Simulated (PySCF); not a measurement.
Species: CH₆BF₂OP.
Structure used (PBE0-D3(BJ)/def2-SVP), in Å, numbered top down from 1:
```xyz
12
CH6BF2OP angstrom
F     -1.1607   -1.2527    0.5985
C     -1.7705   -0.2249   -0.0939
F     -2.8236   -0.7642   -0.7143
O     -0.9328    0.2792   -0.9919
B      0.2327    0.9897   -0.5226
P      1.5682   -0.3744    0.1771
H     -2.1204    0.5008    0.6659
H      0.0770    1.7174    0.4516
H      0.8813    1.4746   -1.4313
H      2.8870    0.1256    0.3046
H      1.8001   -1.5137   -0.6297
H      1.4010   -0.9857    1.4419
```

Level of theory: PBE0-D3(BJ)/def2-SVP geometry optimisation, gas phase in PySCF 2.14.0.

Take the most abundant isotopes and a rigid rotor. The values belong to one conformer with, in the numbering `[F:1][CH:2]([F:3])[O:4][BH2-:5][PH3+:6]`, F1–C2–O4–B5 -67°, C2–O4–B5–P6 75°.

(1) Give the principal moments of inertia and the rotational constants in MHz.

(2) Classify the top.

(3) What does the inertial defect say?

(4) Give the other two planar moments, Paa and Pbb, and the rms extents of the mass along the axes.

(5) Where do the levels up to J = 3 lie, in K?

(6) Which types of transition are allowed, and where do some lines up to J = 2 fall?

(7) Estimate the classical rotational partition function at 10 K, 50 K and 100 K.

Answers

(1) Ia = 84.70, Ib = 319.47, Ic = 377.67 u·Å²; 505379 MHz·u·Å²/I gives A = 5967, B = 1582, C = 1338 MHz.

(2) An asymmetric top. Ray's parameter κ = (2B − A − C)/(A − C) = -0.895; −1 is the prolate and +1 the oblate limit.

(3) Not planar: Δ = Ic − Ia − Ib = -26.50 u·Å². For a rigid frame Δ = −2 Σ m c², so Σ m c² = 13.25 u·Å² lies off the ab plane: 7.02 from hydrogen and 6.22 from heavier atoms. The atom farthest from that plane is 1.56 Å away.

(4) Paa = Σ m a² = (Ib + Ic − Ia)/2 = 306.22 and Pbb = Σ m b² = (Ia + Ic − Ib)/2 = 71.45 u·Å². With the mass M = 114.02 u, the rms extents √(P/M) along a, b and c are 1.64, 0.79, 0.34 Å.

(5) Above 0(0,0), as E/k:
J = 1: 1(0,1) 0.140, 1(1,1) 0.351, 1(1,0) 0.362
J = 2: 2(0,2) 0.420, 2(1,2) 0.619, 2(1,1) 0.654, 2(2,1) 1.286, 2(2,0) 1.286
J = 3: 3(0,3) 0.838, 3(1,3) 1.022, 3(1,2) 1.092, 3(2,2) 1.706, 3(2,1) 1.708, 3(3,1) 2.788, 3(3,0) 2.788
The levels of one J sum to (2J + 1)J(J + 1)(A + B + C)/3.

(6) The dipole components are |μa| = 4.02 D, |μb| = 2.07 D, |μc| = 0.49 D. Intensities carry the squares of the components, which stand as 1.00 : 0.27 : 0.01 (a : b : c). Some lines, for components of 0.1 D or more:

```
type  branch         J(Ka,Kc)    MHz  lower level (cm⁻¹)
   a       Q  2(1,1) ← 2(1,2)    731               0.430
   b       R  2(0,2) ← 1(1,1)   1445               0.244
   a       R  1(0,1) ← 0(0,0)   2920               0.000
   c       Q  2(1,2) ← 2(0,2)   4151               0.292
   c       Q  1(1,1) ← 1(0,1)   4385               0.097
   b       Q  1(1,0) ← 1(0,1)   4629               0.097
   b       Q  2(1,1) ← 2(0,2)   4882               0.292
   a       R  2(1,2) ← 1(1,1)   5596               0.244
   a       R  2(0,2) ← 1(0,1)   5830               0.097
   a       R  2(1,1) ← 1(1,0)   6084               0.252
   b       R  1(1,1) ← 0(0,0)   7305               0.000
   c       R  1(1,0) ← 0(0,0)   7549               0.000
   b       R  2(1,2) ← 1(0,1)   9981               0.097
   c       R  2(1,1) ← 1(0,1)  10713               0.097
   c       Q  2(2,1) ← 2(1,1)  13155               0.455
   b       Q  2(2,0) ← 2(1,1)  13165               0.455
   b       Q  2(2,1) ← 2(1,2)  13886               0.430
   b       R  2(2,1) ← 1(1,0)  19239               0.252
   c       R  2(2,0) ← 1(1,0)  19248               0.252
   c       R  2(2,1) ← 1(1,1)  19482               0.244
   b       R  2(2,0) ← 1(1,1)  19492               0.244
```

(7) Point group C1, symmetry number σ = 1; q = (√π/σ)·√((kT/h)³/(ABC)), k/h = 20836.6 MHz/K: 1500 at 10 K, 16800 at 50 K, 47400 at 100 K.

Stationary, but not proved a minimum. These are rigid-rotor constants of the computed structure; measured ground-state constants (B0) also hold zero-point vibration. A rigid rotor knows nothing of internal rotation, which can split or shift real lines. Quadrupole hyperfine structure (11B) is left out.
